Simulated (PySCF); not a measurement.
Compound: 2,3-dihydrobenzo[b]thiophene, C8H8S.
Atom-mapped SMILES: `[cH:1]1[cH:2][cH:3][c:4]2[c:5]([cH:6]1)[CH2:7][CH2:8][S:9]2` (hydrogens: H10 on C1; H11 on C2; H12 on C3; H13 on C6; H14, H15 on C7; H16, H17 on C8)

Structure optimised with GFN2-xTB, isolated species.

(1) List the bond lengths, angles and torsions at this level.

Answers

(1) 
| bond | length (bohr) | order |
| --- | --- | --- |
| C1–C2 | 2.617 | aromatic |
| C2–C3 | 2.618 | aromatic |
| C3–C4 | 2.613 | aromatic |
| C4–C5 | 2.634 | aromatic |
| C5–C6 | 2.609 | aromatic |
| C5–C7 | 2.838 | single |
| C7–C8 | 2.883 | single |
| C8–S9 | 3.467 | single |
| C1–C6 | 2.623 | aromatic |
| C4–S9 | 3.322 | single |
| C1–H10 | 2.040 | single |
| C2–H11 | 2.040 | single |
| C3–H12 | 2.038 | single |
| C6–H13 | 2.041 | single |
| C7–H14, C7–H15 | 2.066 | single |
| C8–H16, C8–H17 | 2.058 | single |

Bonds in one row agree within 0.02 bohr and their mean is given. Orders are formal, as drawn. A selection of angles:
| angle | degrees |
| --- | --- |
| C2–C1–C6 | 120.3 |
| C1–C2–C3 | 120.6 |
| C2–C3–C4 | 118.6 |
| C3–C4–C5 | 121.4 |
| C3–C4–S9 | 125.5 |
| C5–C4–S9 | 113.2 |
| C4–C5–C6 | 119.4 |
| C4–C5–C7 | 114.2 |
| C6–C5–C7 | 126.4 |
| C1–C6–C5 | 119.7 |
| C5–C7–C8 | 107.1 |
| C7–C8–S9 | 107.3 |
| C4–S9–C8 | 91.3 |

Dihedral angles: C4–C5–C7–C8 20° (synperiplanar); C5–C7–C8–S9 -27° (synperiplanar); C7–C8–S9–C4 23° (synperiplanar); C3–C4–S9–C8 168° (antiperiplanar). The mirror-image conformer, all signs reversed, is as good.

The 6-membered ring C1–C2–C3–C4–C5–C6 has internal angles of 118.6° to 121.4° (sum 720°, against 720° for a flat polygon); it is planar, 0.00 Å rms from its mean plane, widest ring torsion 1°. The C–S distances run from 1.758 Å (C4–S9, drawn single) to 1.835 Å (C8–S9, drawn single), a spread of 0.077 Å. The C–C distances run from 1.380 Å (C5–C6, aromatic) to 1.526 Å (C7–C8, drawn single), a spread of 0.146 Å. The 5-membered ring C4–C5–C7–C8–S9 has internal angles of 91.3° to 114.2° (sum 533°, against 540° for a flat polygon); it is puckered, 0.12 Å rms from its mean plane, widest ring torsion 27°.

Point group: C1 (no symmetry element, even within 0.4 Å). No GFN2-xTB frequencies stand behind this structure, so it isn't proved a minimum. The numbers are those of one conformer.

The numbers are calculated, not measured.
